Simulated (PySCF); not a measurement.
C2H7B2F2N.
Atom-mapped SMILES: `[CH3:1][B:2]([NH2:3])[CH2:4][B:5]([F:6])[F:7]` (hydrogens: H8, H9, H10 on C1; H11, H12 on N3; H13, H14 on C4)

Torsions of this conformer, `[CH3:1][B:2]([NH2:3])[CH2:4][B:5]([F:6])[F:7]`: C1–B2–C4–B5 -111°, B2–C4–B5–F6 95°, H–N3–B2–C1 0°, H–N3–B2–C1 178°.

The closed-shell ground state was solved at several levels (PySCF, density fitting, gas phase, non-relativistic). Geometry: GFN2-xTB, one conformer, isolated molecule.

```tsv
level	basis functions	HOMO (eV)	LUMO (eV)	gap (eV)	dipole (D)
B3LYP/def2-SVPD	202	-8.26	-0.30	7.96	2.46
B3LYP/pcJ-1	259	-8.17	-0.01	8.16	2.50
```

(1) What might PBE0/pcSseg-1 (154 basis functions) give for the same quantities?

(2) Over all these levels, which gives the widest orbital gap and which the narrowest?

(3) How far do the dipole and the HOMO energy spread over the levels?

Results:

(1) HOMO -8.45 eV, LUMO 0.21 eV, gap 8.66 eV, dipole 2.49 D.

(2) PBE0/pcSseg-1 (global hybrid, 25 % exact exchange) has the widest, 8.66 eV, and B3LYP/def2-SVPD (global hybrid, 20 % exact exchange) the narrowest, 7.96 eV. Functional and basis both differ between the two, so the spread mixes both effects.

(3) The dipole runs from 2.46 to 2.50 D (mean 2.48 D) and the HOMO from -8.45 to -8.17 eV.
